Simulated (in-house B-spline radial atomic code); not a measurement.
## OEP/ALDAx excitations of Sc IV (Sc3+)

Method: OEP/ALDAx. Computed with an all-electron radial atomic-structure program (B-spline basis): linear response of the closed shell [Ne] 3s2 3p6 with the adiabatic LDA exchange kernel on the exchange-only optimised effective potential; non-relativistic, point nucleus, no spin-orbit coupling, no double excitations, S, P, D and F terms only. Only terms of natural parity with L up to 3 were computed.

Command:
```bash
python run_td.py task.json out
```
Settings (radii: box in bohr, nucleus in fm):
```
Z                        21
electrons                18
configuration            [Ne] 3s2 3p6
hamiltonian              nr
method                   oep
box_radius               23.08
intervals                74
```

Time taken, with all properties: 0.5 s on 1 thread of Intel(R) Xeon(R) Platinum 8488C (Sapphire Rapids), with other jobs on the host.

The lowest states, in the order of their Tamm-Dancoff energies; the method's threshold (minus the highest occupied level) is 73.60 eV. Labels give the largest channel, * marks a mixed state, and oscillator strengths are full-response dipole values. Semilocal kernels can invert the small singlet-triplet splittings of Rydberg terms. Energies in eV:

```
     state  full response  Tamm-Dancoff  oscillator strength
3p → 3d 3P              ?             ?                    -
3p → 3d 3F          30.49         30.58                    -
3p → 3d 1F          33.25         33.29                    -
3p → 4s 3P          40.55         40.57                    -
3p → 4s 1P          41.10         41.18                 1.75
3p → 3d 1P          42.35         44.03                 2.92
3p → 4p 3S          45.39         45.42                    -
3p → 4p 3D          46.11         46.12                    -
3p → 4p 1D          46.56         46.57                    -
3p → 4p 1S              ?             ?                    -
```

Problem. Where does 3p → 3d 3P lie?

Solution. At 29.582 eV in full response, 29.708 eV in Tamm-Dancoff.

Problem. Where does 3p → 4p 1S lie?

Solution. At 48.75 eV in full response, 48.96 eV in Tamm-Dancoff.

Problem. How large is the singlet-triplet splitting of 3p → 3d (F terms) in Tamm-Dancoff?

Solution. 2.71 eV, from the unrounded values.

Problem. What polarisabilities and dispersion coefficient does the method give?

Solution. Dipole 2.144 bohr³, quadrupole 3.586 bohr⁵, C6 5.686 hartree·bohr⁶ for two such species.
